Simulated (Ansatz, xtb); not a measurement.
# C2H6Te: where a starting geometry ends

The starting geometry of this gas-phase singlet has its atoms placed at random.

```xyz
9

C    -0.0240    0.7934    0.6194
C     0.7257   -0.6691    0.4867
Te    1.0127    0.8564   -1.6073
H    -0.6364    0.0660    0.6160
H     2.0920   -0.9201    0.3343
H     1.1403   -0.5992   -0.8709
H     0.6181    0.4612    1.8416
H    -0.6335    1.6475   -0.6356
H    -0.6260   -0.3735   -1.3883
```

One run relaxed it with r2SCAN-D4/def2-SVP. What is a likely outcome?

It ends as `CC[TeH]`. Distances that change by over a tenth: C1–Te3 (2.46 → 3.14 Å), C1–H4 (0.95 → 1.10 Å), Te3–H9 (2.06 → 1.67 Å). Contacts that open: Te3–H6 (1.64 → 2.71 Å), Te3–H8 (2.07 → 3.30 Å). Contacts that close: C1–H7 (1.42 → 1.10 Å), C1–H8 (1.64 → 1.10 Å), C2–Te3 (2.61 → 2.19 Å), C2–H5 (1.40 → 1.10 Å), C2–H6 (1.42 → 1.10 Å).

The energy falls by 15.94 eV over 18 steps:

```tsv
step	E − E(last) (eV)
1	15.944
3	7.749
5	2.986
7	0.951
9	0.218
10	0.086
12	0.023
14	0.001
16	0.000
18	0.000
```

Final geometry (Å):

```xyz
9

C     0.0260    0.4801    0.8128
C     1.0247   -0.2068   -0.0986
Te    0.9527    0.4587   -2.1820
H    -1.0116    0.2806    0.5026
H     2.0650   -0.0004    0.1990
H     0.8973   -1.2990   -0.1167
H     0.1402    0.1119    1.8479
H     0.1668    1.5716    0.8228
H    -0.5922   -0.1341   -2.3920
```

From the same start GFN2-xTB reaches the same bonding as this run.

From so rough a start the end depends on the optimiser's path, so another program may land elsewhere. No frequencies were run, so the end isn't proven a minimum. Atoms past krypton carry core potentials, without spin–orbit terms. Run with Ansatz 0.2.0, 35 s on 2 threads of Arm Neoverse V1, with other jobs on the host.
